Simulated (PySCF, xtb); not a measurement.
C₂H₃F₃O, SMILES FC(F)(F)OC.

Harmonic wavenumbers (cm⁻¹) from GFN2-xTB (xtb 6.7.1) at its own minimum, in rising order: 93, 163, 232, 390, 402, 528, 557, 600, 826, 1005, 1043, 1090, 1126, 1164, 1233, 1392, 1448, 1451, 2984, 2986, 3056.

Question: What does PySCF with PBE-D3(BJ)/def2-SVP give at its own minimum? (An estimate is asked for; the answer gives what the named calculation found.)

Answer: 91, 156, 260, 421, 434, 573, 597, 642, 829, 1080, 1129, 1144, 1151, 1218, 1282, 1411, 1426, 1433, 2970, 3060, 3113. Paired by order, the mean absolute difference is 37 cm⁻¹ and the zero-point energies are 34.0 and 34.9 kcal/mol.
